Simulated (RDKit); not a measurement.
Internal rotation in SMILES C=CCCC(=O)OC. Scanned: dihedral C1–C2–C3–C4 and dihedral C2–C3–C4–C5; all other coordinates were relaxed at GFN2-xTB. Points at φ and −φ are mirror images. Heavy atoms are numbered in the order of the SMILES C=CCCC(=O)OC, hydrogens after them in the order of the atoms that carry them; the mirror image has the same energies with the sign of each dihedral reversed.

Method: RDKit 2026.03.6 with MMFF94 // GFN2-xTB.

Energy in kJ/mol above the lowest grid point; x is the dihedral C1–C2–C3–C4 (°), y the dihedral C2–C3–C4–C5 (°).

```csv
y \ x,-150,-120,-90,-60,-30,0,30,60,90,120,150,180
180,4.8,0.0,3.5,8.2,5.2,0.5,5.2,8.2,3.5,0.0,4.8,10.0
150,15.0,10.1,14.3,20.3,19.9,14.9,14.5,16.9,13.5,10.5,16.2,21.1
120,22.2,16.3,20.4,25.9,25.5,25.6,25.6,24.6,20.2,17.6,24.1,29.4
90,14.2,8.1,11.5,18.0,15.9,12.3,16.8,17.1,12.0,9.6,15.9,20.7
60,15.2,10.4,15.1,27.0,26.3,14.9,12.6,16.1,11.8,9.4,16.4,19.6
30,31.8,27.8,34.0,45.1,52.2,45.2,35.7,34.1,30.8,27.7,33.3,38.9
0,46.2,39.5,44.8,50.8,59.2,62.5,59.2,50.8,44.8,39.5,46.2,52.7
-30,33.3,27.7,30.8,34.1,35.7,45.2,52.2,45.1,34.0,27.8,31.8,38.9
-60,16.4,9.4,11.8,16.1,12.6,14.9,26.3,27.0,15.1,10.4,15.2,19.6
-90,15.9,9.6,12.0,17.1,16.8,12.3,15.9,18.0,11.5,8.1,14.2,20.7
-120,24.1,17.6,20.2,24.6,25.6,25.6,25.5,25.9,20.4,16.3,22.2,29.4
-150,16.2,10.5,13.5,16.9,14.5,14.9,19.9,20.3,14.3,10.1,15.0,21.1
```

The six lowest points that lie below all their neighbours on the grid: x = -120, y = 180 (0.0 kJ/mol); x = 120, y = 180 (0.0 kJ/mol); x = 0, y = 180 (0.5 kJ/mol); x = -120, y = 90 (8.1 kJ/mol); x = 120, y = -90 (8.1 kJ/mol); x = -120, y = -60 (9.4 kJ/mol). The lowest path on the grid from the first to the second passes x = -60, y = 180 at 8.2 kJ/mol.
